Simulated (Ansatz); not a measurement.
Cost and result for the atomization energy of `C[O][GeH2][O]C` (13 atoms, 12 bonds).

```xyz
13

C    -0.172    1.739   -1.144
O    -0.654    1.313    0.110
Ge   -1.208   -0.362    0.281
O     0.153   -1.463    0.007
C     1.247   -1.418    0.894
H     0.730    1.192   -1.445
H    -0.923    1.623   -1.936
H     0.079    2.800   -1.067
H    -1.700   -0.452    1.732
H    -2.213   -0.719   -0.822
H     1.758   -0.448    0.867
H     1.959   -2.190    0.593
H     0.945   -1.617    1.931
```

Total charge 0; spin multiplicity 1. Correlated methods include outer-core shells of Ge, which these sets cover unevenly. Scalar relativity is left out up to krypton. All single points use the PBE0-D4/def2-TZVP geometry. It is one conformer, not always the lowest. Program: Ansatz. All runs use 4 threads of an Arm Neoverse N1 on a shared host. Times are those of one run each, without the atoms' runs, and a repeat can differ threefold. Electronic energies, without spin–orbit coupling; frozen cores. CCSD(T)/CBS adds CCSD(T) − MP2 in def2-TZVPP to the MP2 limit, and its time is that of the two runs behind it. T1 = 0.012. With those shells the extrapolation isn't a true limit. B3LYP takes the VWN-RPA correlation (the form of Gaussian; ORCA's B3LYP/G).

CCSD(T)/CBS is a level of theory with its own doubt, some kJ/mol a heavy atom from the limit and from the frozen cores, so smaller differences don't rank the functionals.

```tsv
level	functions	wall time
revPBE-D4/def2-TZVPP	284	4.3 s
PBE0-D4/def2-TZVPP	284	7.5 s
r2SCAN-D4/def2-TZVPP (with forces)	284	10 s
B3LYP-D4/def2-TZVPP (with forces)	284	11 s
r2SCANh-D4/def2-TZVPP	284	11 s
PBE-QIDH/def2-TZVPP	284	14 s
ωB97X-V/def2-TZVPP	284	18 s
B97M-V/def2-TZVPP	284	22 s
ωB97M-V/def2-TZVPP (with forces)	284	27 s
CCSD(T)/def2-SVP	128	30 s
MP2/def2-QZVPP	557	71 s
CCSD(T)/def2-TZVPP	284	15 min
CCSD(T)/CBS(def2)	–	16 min
```

Q: What atomization energy does each give, and how far from CCSD(T)/CBS? (Estimate.)

A: Computed: 
| level | atomization (kJ/mol) | difference from CCSD(T)/CBS | per bond |
| --- | --- | --- | --- |
| revPBE-D4/def2-TZVPP | 4588.8 | -70.1 | -5.8 |
| PBE0-D4/def2-TZVPP | 4619.0 | -39.9 | -3.3 |
| r2SCAN-D4/def2-TZVPP (with forces) | 4649.4 | -9.5 | -0.8 |
| B3LYP-D4/def2-TZVPP (with forces) | 4631.1 | -27.8 | -2.3 |
| r2SCANh-D4/def2-TZVPP | 4616.4 | -42.5 | -3.5 |
| PBE-QIDH/def2-TZVPP | 4600.5 | -58.4 | -4.9 |
| ωB97X-V/def2-TZVPP | 4659.7 | 0.8 | 0.1 |
| B97M-V/def2-TZVPP | 4655.5 | -3.4 | -0.3 |
| ωB97M-V/def2-TZVPP (with forces) | 4641.3 | -17.6 | -1.5 |
| CCSD(T)/def2-SVP | 4400.6 | -258.3 | -21.5 |
| MP2/def2-QZVPP | 4673.3 | 14.4 | 1.2 |
| CCSD(T)/def2-TZVPP | 4552.7 | -106.2 | -8.8 |
| CCSD(T)/CBS(def2) | 4658.9 | 0.0 | 0.0 |

From BLYP to BHLYP (50 % exact exchange), in def2-TZVPP and without D4, the atomization energy moves by −110.1 kJ/mol: exact exchange takes away binding that semilocal exchange gives to molecules. Leaving LDA and LC-ωPBE aside and taking each functional with its dispersion term where it has one, the values, not all of them listed here, spread over 213.9 kJ/mol, from BHLYP-D4 to PBE-D4. LDA lies +646.5 kJ/mol from PBE without D4, its usual overbinding. In def2-TZVPP, CCSD(T) changes the Hartree–Fock value by +1223.2 kJ/mol (the triples alone add +65.8 kJ/mol) and MP2 by +1281.0 kJ/mol; breaking electron pairs costs correlation energy, which Hartree–Fock lacks.

For some Ge, Se and Sn compounds the MP2-based and the directly extrapolated limit differ by 10 to 25 kJ/mol.
